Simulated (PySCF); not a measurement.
Geometry (Å), atoms numbered from 1 in this order:
```xyz
10

C     2.595    0.893    0.324
C     1.586    0.520   -0.211
C     0.397    0.076   -0.880
O     0.293   -0.057   -2.073
C    -0.716   -0.211    0.069
F    -0.475   -0.018    1.378
C    -1.930   -0.645   -0.295
F    -2.297   -0.875   -1.531
F    -2.916   -0.897    0.543
H     3.472    1.219    0.802
```

Relativity neglected, one computed conformer, gas phase. Coordinates at the GFN2-xTB level; σ from GIAO-PBE0/pcSseg-1; PySCF.

List the cross peaks expected in HSQC, COSY and HMBC spectra.

Answers



HSQC (one-bond C–H):
| δH | δC |
| --- | --- |
| 3.17 (H10) | 95.6 (C1) |

HMBC (two and three bonds, from the bond graph):
| δH | δC |
| --- | --- |
| 3.17 (H10) | 171.6 (C3), 81.7 (C2) |

No COSY cross peaks are expected.

δ = σ(ref) − σ, references computed at the same level: $^{1}$H (σ = 31.72 ppm), $^{13}$C (σ = 186.93 ppm) vs TMS.

Shifts are as computed. Against solution values, carbons near 30 ppm lie about +3 ppm off and those near 130 ppm about +5 ppm. Of 1211 compounds with measured shifts, 218 miss one by over three times the rms of a fit or turn the order of signals round; such compounds aren't used in these exercises.
